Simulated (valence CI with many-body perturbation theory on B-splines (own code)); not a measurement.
**Energy levels of Ba⁴³⁺**

Level of theory: valence CI with perturbative core correlation (CI+MBPT): three valence electrons over a frozen Dirac-Fock core [Ne], a basis of 11 s, 11 p, 9 d, 7 f, 5 g, 2 h, 1 i functions for each j, with the one-electron correlation potential Σ1 (screened to all orders), the two-electron term Σ2, the three-electron term Σ3, Breit, model QED; selected single and double excitations, second order for the rest (own B-spline code, finite nucleus).

The last digits are not significant, and no measured levels were compared; by estimate large intervals hold to a few tenths of a per cent, small ones and those within an open d or f shell to about a per cent.

Levels 46 to 68 of 68, with energies above the lowest level, (3s^2 3p1/2) J=1/2. "Leading %" is the weight of the configuration and term that name the level; weights of strongly mixed levels are sums over their largest components and can fall short. In the jj column 3d3/2^4 stands for four electrons in 3d with j = 3/2. Lifetimes count E1, E2, E3, M1 and M2 decay at the calculated energies, and are blank where another channel may lead or the interval is too uncertain; long ones can be off by a factor of two.

```csv
No.,Configuration,Term,J,E (Ry),Leading %,g,Lifetime,Leading jj
46,3p²3d,²G,7/2,41.180,39,1.064,5.45 ps,3p1/2 3p3/2 3d3/2 (87 %)
47,3p²3d,²D,3/2,42.457,42,1.086,1.88 ps,3p1/2 3p3/2 3d3/2 (82 %)
48,3p²3d,⁴D,7/2,42.473,44,1.294,4.55 ps,3p1/2 3p3/2 3d5/2 (98 %)
49,3p²3d,⁴P,5/2,42.492,34,1.227,2.03 ps,3p1/2 3p3/2 3d3/2 (66 %)
50,3p²3d,⁴P,1/2,42.751,37,1.730,2.02 ps,3p1/2 3p3/2 3d3/2 (88 %)
51,3p²3d,²G,9/2,42.937,56,1.190,7.27 ps,3p1/2 3p3/2 3d5/2 (94 %)
52,3p²3d,²P,3/2,43.112,48,1.416,3.38 ps,3p1/2 3p3/2 3d5/2 (85 %)
53,3p²3d,²D,5/2,43.302,42,1.169,4.02 ps,3p1/2 3p3/2 3d5/2 (84 %)
54,3p²3d,²F,7/2,43.933,42,1.074,4.50 ps,3p1/2 3p3/2 3d5/2 (76 %)
55,3s3d²,⁴F,3/2,44.327,79,0.511,1.89 ps,3s 3d3/2^2 (80 %)
56,3p²3d,²F,5/2,44.332,39,1.145,2.55 ps,3p1/2 3p3/2 3d5/2 (76 %)
57,3p²3d,²P,1/2,44.696,52,1.174,3.77 ps,3p1/2 3p3/2 3d5/2 (87 %)
58,3s3d²,⁴F,5/2,44.839,74,1.060,1.60 ps,3s 3d3/2^2 (66 %)
59,3p²3d,²D,3/2,44.849,58,0.868,2.53 ps,3p1/2 3p3/2 3d5/2 (80 %)
60,3s3d²,⁴P,1/2,45.813,80,2.506,1.45 ps,3s 3d3/2^2 (74 %)
61,3s3d²,⁴F,7/2,45.867,94,1.226,2.39 ps,3s 3d3/2 3d5/2 (88 %)
62,3s3d²,⁴P,5/2,46.316,33,1.267,2.05 ps,3s 3d3/2 3d5/2 (79 %)
63,3s3d²,⁴F,9/2,46.522,70,1.269,2.96 ps,3s 3d3/2 3d5/2 (68 %)
64,3s3d²,⁴P,3/2,46.530,86,1.596,2.24 ps,3s 3d3/2 3d5/2 (96 %)
65,3s3d²,²G,7/2,47.077,55,1.023,3.01 ps,3s 3d3/2 3d5/2 (81 %)
66,3s3d²,²D,3/2,47.113,42,1.115,2.05 ps,3s 3d3/2 3d5/2 (64 %)
67,3s3d²,²F,5/2,47.148,40,1.210,1.95 ps,3s 3d3/2 3d5/2 (69 %)
68,3s3d²,²P,1/2,47.435,44,1.166,1.73 ps,3s 3d3/2 3d5/2 (50 %)
```
